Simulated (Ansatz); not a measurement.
Born–Oppenheimer molecular dynamics of C2H11AlSi (15 atoms, charge 0, multiplicity 1). It starts from a rough guess of a transition structure, not a stationary point.

Method: Ansatz 0.2.0, UKS BLYP/STO-3G.

| Quantity | Value |
| --- | --- |
| ensemble | NVE (velocity Verlet) |
| time step | 0.5 fs |
| steps asked | 95 |
| starting velocities drawn for | 100 K |
| seed | 455001 |

Frames 0.5 fs apart, positions in Å, forces in eV/Å.

Velocities at 30.0 fs (Å/ps):

```
Al -0.48 13.07 -13.43
C 11.67 -28.51 20.31
C 9.88 -8.53 4.72
H -22.88 19.53 -34.55
H 5.20 34.06 1.10
H 27.79 27.06 -58.53
Si -8.43 1.42 3.82
H -1.57 -4.92 -0.59
H 9.35 -25.27 8.60
H -0.88 -6.64 -1.47
H -10.60 10.34 15.18
H 19.18 12.27 7.43
H -5.30 2.34 14.73
H -11.96 -8.12 -6.39
H -17.54 -8.85 9.33
```

```xyz
15
Properties=species:S:1:pos:R:3:forces:R:3 time_fs=30.0 energy_less_start_eV=-2.007 T=1289
Al -1.161 0.851 -0.137 -3.02 -0.86 2.98
C 1.028 -0.924 0.949 -0.33 -1.55 -0.08
C -0.220 -1.827 1.003 -0.81 1.00 -0.14
H -1.348 1.492 1.272 0.14 -0.35 -0.75
H -2.144 -0.255 -0.507 0.10 0.31 -0.13
H 1.083 -0.327 0.074 -0.40 1.42 -1.53
Si 0.300 1.623 -1.483 2.87 2.12 -2.39
H 1.102 -0.321 1.813 0.25 1.30 1.73
H 1.910 -1.507 0.861 1.68 -1.26 0.23
H -0.092 -2.767 1.513 0.52 -0.95 0.63
H -0.585 -2.028 -0.004 -0.23 -0.34 -0.60
H -1.013 -1.274 1.533 -0.39 -0.08 0.12
H 0.873 0.598 -2.343 0.04 -0.01 -0.13
H 1.473 2.211 -0.777 -0.54 -0.23 -0.36
H -0.154 2.697 -2.413 0.12 -0.51 0.45
15
Properties=species:S:1:pos:R:3:forces:R:3 time_fs=30.5 energy_less_start_eV=-2.032 T=1304
Al -1.161 0.858 -0.143 -3.04 -0.83 3.08
C 1.033 -0.938 0.959 -0.12 -0.25 -1.91
C -0.216 -1.831 1.005 -1.01 1.11 0.00
H -1.359 1.501 1.254 0.14 -0.29 -0.62
H -2.141 -0.237 -0.506 -0.03 0.12 -0.20
H 1.096 -0.312 0.043 -0.49 0.19 0.20
Si 0.295 1.624 -1.481 2.95 2.10 -2.50
H 1.101 -0.321 1.815 0.28 1.27 1.74
H 1.917 -1.521 0.865 1.65 -1.21 0.26
H -0.092 -2.772 1.513 0.48 -1.02 0.65
H -0.591 -2.024 0.003 -0.22 -0.38 -0.71
H -1.004 -1.268 1.537 -0.33 -0.17 0.11
H 0.870 0.599 -2.336 0.06 -0.06 -0.19
H 1.466 2.206 -0.781 -0.44 -0.15 -0.30
H -0.163 2.692 -2.408 0.11 -0.44 0.38
15
Properties=species:S:1:pos:R:3:forces:R:3 time_fs=31.0 energy_less_start_eV=-1.983 T=1276
Al -1.162 0.864 -0.149 -3.03 -0.81 3.14
C 1.039 -0.953 0.969 0.26 0.80 -3.07
C -0.211 -1.835 1.007 -1.21 1.08 0.13
H -1.370 1.510 1.234 0.14 -0.22 -0.45
H -2.138 -0.220 -0.506 -0.18 -0.08 -0.27
H 1.108 -0.296 0.012 -0.55 -0.74 1.49
Si 0.292 1.625 -1.480 3.01 2.03 -2.59
H 1.101 -0.319 1.821 0.30 1.07 1.52
H 1.927 -1.538 0.870 1.44 -1.02 0.30
H -0.090 -2.779 1.515 0.42 -0.96 0.61
H -0.597 -2.020 0.008 -0.18 -0.40 -0.73
H -0.995 -1.262 1.541 -0.26 -0.26 0.09
H 0.868 0.600 -2.329 0.07 -0.09 -0.25
H 1.459 2.202 -0.785 -0.31 -0.06 -0.21
H -0.171 2.686 -2.401 0.09 -0.33 0.28
15
Properties=species:S:1:pos:R:3:forces:R:3 time_fs=31.5 energy_less_start_eV=-1.885 T=1219
Al -1.163 0.870 -0.155 -3.01 -0.80 3.16
C 1.045 -0.967 0.978 0.76 1.61 -3.66
C -0.206 -1.838 1.010 -1.42 0.93 0.25
H -1.381 1.518 1.214 0.13 -0.13 -0.25
H -2.136 -0.202 -0.507 -0.33 -0.28 -0.33
H 1.119 -0.283 -0.015 -0.58 -1.40 2.37
Si 0.288 1.626 -1.478 3.05 1.90 -2.67
H 1.102 -0.315 1.830 0.30 0.73 1.13
H 1.941 -1.558 0.876 1.08 -0.74 0.35
H -0.088 -2.788 1.518 0.35 -0.79 0.50
H -0.603 -2.017 0.011 -0.11 -0.40 -0.68
H -0.988 -1.258 1.545 -0.19 -0.35 0.08
H 0.866 0.601 -2.323 0.08 -0.12 -0.30
H 1.450 2.197 -0.790 -0.16 0.04 -0.12
H -0.179 2.679 -2.395 0.06 -0.20 0.17
15
Properties=species:S:1:pos:R:3:forces:R:3 time_fs=32.0 energy_less_start_eV=-1.758 T=1144
Al -1.164 0.877 -0.161 -2.98 -0.80 3.14
C 1.051 -0.981 0.987 1.31 2.24 -3.83
C -0.202 -1.842 1.012 -1.61 0.66 0.35
H -1.391 1.526 1.192 0.11 -0.03 -0.02
H -2.135 -0.185 -0.509 -0.47 -0.47 -0.39
H 1.129 -0.272 -0.036 -0.58 -1.85 2.94
Si 0.285 1.628 -1.477 3.07 1.74 -2.75
H 1.104 -0.308 1.843 0.30 0.30 0.64
H 1.958 -1.579 0.883 0.64 -0.40 0.40
H -0.085 -2.799 1.522 0.26 -0.53 0.35
H -0.610 -2.015 0.013 -0.01 -0.39 -0.57
H -0.980 -1.253 1.550 -0.14 -0.43 0.06
H 0.863 0.602 -2.317 0.08 -0.14 -0.34
H 1.442 2.192 -0.795 0.00 0.15 -0.01
H -0.187 2.672 -2.387 0.02 -0.06 0.04
15
Properties=species:S:1:pos:R:3:forces:R:3 time_fs=32.5 energy_less_start_eV=-1.620 T=1063
Al -1.165 0.883 -0.167 -2.95 -0.82 3.09
C 1.057 -0.994 0.994 1.85 2.73 -3.76
C -0.199 -1.845 1.015 -1.77 0.33 0.41
H -1.401 1.534 1.171 0.08 0.08 0.21
H -2.134 -0.170 -0.511 -0.60 -0.63 -0.44
H 1.137 -0.266 -0.050 -0.57 -2.14 3.29
Si 0.282 1.629 -1.476 3.09 1.54 -2.81
H 1.106 -0.301 1.856 0.30 -0.16 0.13
H 1.976 -1.601 0.891 0.16 -0.06 0.44
H -0.081 -2.811 1.527 0.16 -0.22 0.18
H -0.617 -2.014 0.013 0.10 -0.38 -0.40
H -0.973 -1.250 1.555 -0.09 -0.50 0.05
H 0.861 0.602 -2.312 0.08 -0.14 -0.37
H 1.433 2.188 -0.800 0.18 0.27 0.09
H -0.195 2.664 -2.380 -0.03 0.09 -0.10
15
Properties=species:S:1:pos:R:3:forces:R:3 time_fs=33.0 energy_less_start_eV=-1.488 T=985
Al -1.167 0.889 -0.172 -2.94 -0.88 3.00
C 1.064 -1.007 1.001 2.32 3.11 -3.57
C -0.195 -1.849 1.017 -1.90 -0.03 0.43
H -1.411 1.542 1.150 0.05 0.19 0.45
H -2.136 -0.155 -0.515 -0.69 -0.76 -0.48
H 1.144 -0.265 -0.057 -0.54 -2.32 3.46
Si 0.279 1.631 -1.475 3.10 1.33 -2.87
H 1.109 -0.294 1.870 0.30 -0.60 -0.33
H 1.995 -1.624 0.899 -0.29 0.27 0.48
H -0.077 -2.824 1.532 0.07 0.10 0.00
H -0.623 -2.014 0.013 0.22 -0.35 -0.20
H -0.967 -1.248 1.559 -0.06 -0.54 0.05
H 0.860 0.602 -2.309 0.07 -0.14 -0.39
H 1.424 2.184 -0.805 0.36 0.38 0.20
H -0.203 2.657 -2.373 -0.07 0.25 -0.24
15
Properties=species:S:1:pos:R:3:forces:R:3 time_fs=33.5 energy_less_start_eV=-1.380 T=922
Al -1.169 0.895 -0.177 -2.95 -0.96 2.91
C 1.071 -1.020 1.008 2.69 3.36 -3.31
C -0.192 -1.852 1.020 -1.98 -0.38 0.43
H -1.421 1.550 1.130 0.02 0.30 0.68
H -2.138 -0.143 -0.519 -0.75 -0.85 -0.50
H 1.149 -0.270 -0.055 -0.49 -2.40 3.52
Si 0.276 1.632 -1.475 3.13 1.11 -2.92
H 1.113 -0.289 1.884 0.30 -0.98 -0.72
H 2.013 -1.645 0.909 -0.68 0.54 0.50
H -0.072 -2.837 1.538 -0.02 0.40 -0.17
H -0.629 -2.015 0.012 0.34 -0.32 0.00
H -0.960 -1.248 1.564 -0.05 -0.57 0.05
H 0.858 0.601 -2.306 0.05 -0.12 -0.39
H 1.417 2.181 -0.810 0.52 0.48 0.29
H -0.211 2.650 -2.367 -0.12 0.39 -0.37
15
Properties=species:S:1:pos:R:3:forces:R:3 time_fs=34.0 energy_less_start_eV=-1.316 T=884
Al -1.171 0.901 -0.181 -3.01 -1.07 2.80
C 1.078 -1.031 1.013 2.93 3.51 -3.02
C -0.189 -1.855 1.023 -2.01 -0.69 0.41
H -1.430 1.559 1.112 -0.02 0.40 0.88
H -2.143 -0.133 -0.525 -0.77 -0.89 -0.50
H 1.153 -0.280 -0.045 -0.43 -2.41 3.45
Si 0.274 1.634 -1.475 3.16 0.90 -2.96
H 1.118 -0.286 1.895 0.31 -1.28 -1.00
H 2.029 -1.666 0.920 -0.98 0.76 0.50
H -0.068 -2.848 1.543 -0.10 0.65 -0.31
H -0.635 -2.016 0.011 0.45 -0.29 0.19
H -0.954 -1.248 1.569 -0.06 -0.57 0.07
H 0.857 0.600 -2.304 0.04 -0.09 -0.38
H 1.411 2.179 -0.814 0.65 0.56 0.36
H -0.220 2.645 -2.361 -0.16 0.52 -0.48
15
Properties=species:S:1:pos:R:3:forces:R:3 time_fs=34.5 energy_less_start_eV=-1.310 T=880
Al -1.174 0.907 -0.186 -3.10 -1.20 2.71
C 1.087 -1.042 1.018 3.02 3.54 -2.71
C -0.187 -1.859 1.026 -1.98 -0.94 0.37
H -1.440 1.569 1.096 -0.05 0.47 1.03
H -2.149 -0.124 -0.532 -0.74 -0.87 -0.49
H 1.157 -0.296 -0.026 -0.35 -2.34 3.28
Si 0.272 1.636 -1.475 3.22 0.73 -3.00
H 1.123 -0.286 1.905 0.31 -1.50 -1.19
H 2.043 -1.684 0.933 -1.20 0.91 0.49
H -0.064 -2.858 1.547 -0.16 0.84 -0.41
H -0.639 -2.018 0.010 0.54 -0.26 0.35
H -0.947 -1.250 1.575 -0.08 -0.56 0.08
H 0.855 0.599 -2.303 0.02 -0.06 -0.37
H 1.406 2.179 -0.816 0.74 0.61 0.41
H -0.229 2.640 -2.357 -0.20 0.61 -0.57
15
Properties=species:S:1:pos:R:3:forces:R:3 time_fs=35.0 energy_less_start_eV=-1.368 T=914
Al -1.177 0.913 -0.190 -3.23 -1.34 2.64
C 1.095 -1.053 1.022 2.97 3.43 -2.33
C -0.185 -1.863 1.028 -1.89 -1.12 0.33
H -1.450 1.580 1.082 -0.07 0.52 1.14
H -2.158 -0.118 -0.540 -0.66 -0.80 -0.46
H 1.159 -0.318 0.000 -0.26 -2.16 2.96
Si 0.271 1.638 -1.475 3.29 0.60 -3.04
H 1.129 -0.289 1.911 0.32 -1.63 -1.27
H 2.054 -1.701 0.946 -1.33 1.00 0.47
H -0.060 -2.866 1.551 -0.22 0.96 -0.48
H -0.642 -2.021 0.011 0.61 -0.23 0.47
H -0.941 -1.254 1.580 -0.11 -0.52 0.11
H 0.854 0.598 -2.303 0.00 -0.02 -0.34
H 1.403 2.180 -0.818 0.78 0.65 0.43
H -0.238 2.637 -2.354 -0.21 0.67 -0.62
15
Properties=species:S:1:pos:R:3:forces:R:3 time_fs=35.5 energy_less_start_eV=-1.482 T=981
Al -1.180 0.918 -0.194 -3.40 -1.48 2.59
C 1.105 -1.062 1.026 2.78 3.14 -1.85
C -0.184 -1.867 1.031 -1.73 -1.22 0.29
H -1.460 1.593 1.071 -0.09 0.54 1.17
H -2.167 -0.114 -0.550 -0.54 -0.69 -0.41
H 1.161 -0.344 0.033 -0.15 -1.85 2.44
Si 0.269 1.640 -1.476 3.38 0.53 -3.06
H 1.136 -0.297 1.914 0.32 -1.67 -1.26
H 2.062 -1.715 0.961 -1.36 1.02 0.42
H -0.057 -2.872 1.553 -0.26 0.99 -0.50
H -0.643 -2.025 0.012 0.66 -0.20 0.54
H -0.935 -1.259 1.585 -0.15 -0.47 0.14
H 0.853 0.597 -2.304 -0.02 0.03 -0.31
H 1.402 2.183 -0.819 0.78 0.65 0.42
H -0.248 2.636 -2.352 -0.21 0.68 -0.63
```

Of the whole run (48 fs, mean temperature of the second half 1191 K): The conserved energy stayed within 0.76 meV per atom of its start (net change -0.6 meV per atom), so the integration is sound. The kinetic energy rose, since the run started high on the potential surface and went downhill. It ends in pieces (AlH5Si + C2H6), so much of that is their flight and rotation, not heat. A run of 0.048 ps of so small a system gives no equilibrium averages. The orbitals stay closed-shell, which can raise the energy where a bond breaks towards radicals; this wasn't checked here. Limits of this set-up: minimal basis.

Run time: 12 min on 1 thread of Intel(R) Xeon(R) Platinum 8259CL CPU @ 2.50GHz (Skylake/Cascade Lake), on a shared host, peak memory 0.15 GiB.
